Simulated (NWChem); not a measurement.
Species: CH₆OSn; SMILES [O]([SnH3])C

Results from NWChem. STO-3G and 3-21G are far too small for this property and stand as cheap habits. Geometry: optimised at PBE0/def2-SVP. def2 effective core potentials on Sn; no spin-orbit coupling. B3LYP is NWChem's, with the RPA form of VWN correlation. Field at 589 nm.

Task: Order these by “isotropic polarisability (bohr³)”, lowest first: B3LYP/STO-3G (all-electron, non-relativistic); B3LYP/def2-SVP (core potentials); B3LYP/def2-SVPD (core potentials).

Result: B3LYP/STO-3G (all-electron, non-relativistic) (24.5), B3LYP/def2-SVP (core potentials) (51.5), B3LYP/def2-SVPD (core potentials) (62.3)
